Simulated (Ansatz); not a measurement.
**Question.** Name a neutral molecule of C, Se, Si and H with HOMO energy (B3LYP/def2-TZVPP) between -6.20 and -5.90 eV and HOMO–LUMO gap (B3LYP/def2-TZVPP) between 2.30 and 2.60 eV (Ansatz, PBE0-D4/def2-TZVP geometry).

**Answer.** `[SiH3]C([SiH3])=[Se]` (-5.98 eV, 2.52 eV). Other molecules can fit too; these were computed, each in one conformer that needn't be the lowest.

B3LYP here is the variant with VWN-RPA as its local correlation; programs differ in this.
